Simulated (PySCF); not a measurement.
Computed IR spectrum (relative IR intensity) of a molecule C5H3F. Geometry: PBE-D3(BJ)/def2-SVP. Other conformers were not sampled. Computed with PBE-D3(BJ)/def2-SVP (PySCF). Harmonic, unscaled wavenumbers; measured fundamentals usually lie a few per cent lower.

Lines under 2 % of the strongest are left out, and lines within 2 cm⁻¹ are merged.

| ν (cm⁻¹) | relative intensity |
|---|---|
| 511 | 4.5 |
| 574 | 6.7 |
| 593 | 4.5 |
| 608 | 18 |
| 685 | 14 |
| 729 | 6.1 |
| 868 | 18 |
| 1188 | 100 |
| 1249 | 17 |
| 1409 | 17 |
| 2011 | 5.3 |
| 2148 | 2.5 |
| 3033 | 2.4 |
| 3406 | 47 |

### Question
Which structure fits?
(A) C#CC=C=CF
(B) C#CC(F)=C=C
(C) C#CC(F)C#C

### Answer
B, C#CC(F)=C=C
